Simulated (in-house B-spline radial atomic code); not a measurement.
Checks on a self-consistent run for the dysprosium ion Dy⁵⁺, [He] 2s2 (2p1/2)2 (2p3/2)3 3s2 3p6 3d10 4s2 (4p1/2)1 (4p3/2)4 4d10 4f9 5s2 5p6. Method: Dirac-Hartree-Fock, average of the jj configuration, Fermi nucleus of rms radius 5.2218 fm. Calculated with a radial B-spline atomic code at the basis-set limit.

```
orbital       q       ε (Eh)     <1/r>         <r²>  small-component weight
  1s1/2       2  -2001.65579   74.5801  0.000608484                0.060778
  2s1/2       2   -344.22239   17.9641   0.00936222                0.013636
  2p1/2       2   -328.46287   17.9066   0.00677499                0.013651
  2p3/2       3   -298.74741   15.6424   0.00807926                0.012537
  3s1/2       2    -81.73197   6.62863    0.0611105               0.0044448
  3p1/2       2    -74.43239     6.532    0.0567342                0.004369
  3p3/2       4    -67.97118   6.01581    0.0632077               0.0041522
  3d3/2       4    -55.67562   5.86554    0.0496012               0.0039776
  3d5/2       6    -54.16562   5.71621     0.051588               0.0038821
  4s1/2       2    -19.38535    2.7652     0.305922               0.0014116
  4p1/2       1    -16.56558    2.6561     0.322991               0.0013315
  4p3/2       4    -14.98305   2.48665     0.352546               0.0012508
  4d3/2       4     -9.83846   2.27117     0.393665               0.0010731
  4d5/2       6     -9.66754   2.22654     0.405556               0.0010469
  4f5/2  3.8571     -3.51188    1.8153      0.57805              0.00072974
  4f7/2  5.1429     -3.50702   1.80218     0.583816              0.00072183
  5s1/2       2     -4.67892    1.0885      1.66294                0.000317
  5p1/2       2     -3.64194   1.00626      1.95874              0.00028373
  5p3/2       4     -3.41035  0.937131      2.16031               0.0002502
```

Electron-electron repulsion V_ee = 4205.3004 hartree.

Question: What total energy follows from the eigenvalues?

Answer: The eigenvalues count the repulsion twice, so E = Σqε - V_ee = -7651.327 - 4205.300 = -11856.627 hartree; the run printed -11856.627.

Question: Does the Dirac virial theorem hold?

Answer: For a point nucleus E = -2c²Σq·w, with w the small-component weight. Here Σq·w = 0.31564 and c = 137.0360, so the ratio E/(-2c²Σq·w) is 1.000159; the finite nucleus accounts for the departure from 1.

Question: What diamagnetic shielding (Lamb formula) and susceptibility (Langevin formula) do the radii give?

Answer: σ = (α²/3)Σq<1/r> = 440.758/(3·137.036²) = 7823.7 ppm, and χ = -0.79199×10⁻⁶·Σq<r²> = -22.59×10⁻⁶ cm³/mol with Σq<r²> = 28.524 bohr². Both are non-relativistic formulas without the paramagnetism of open shells; for so heavy an element the full relativistic shielding is larger by tens of per cent.
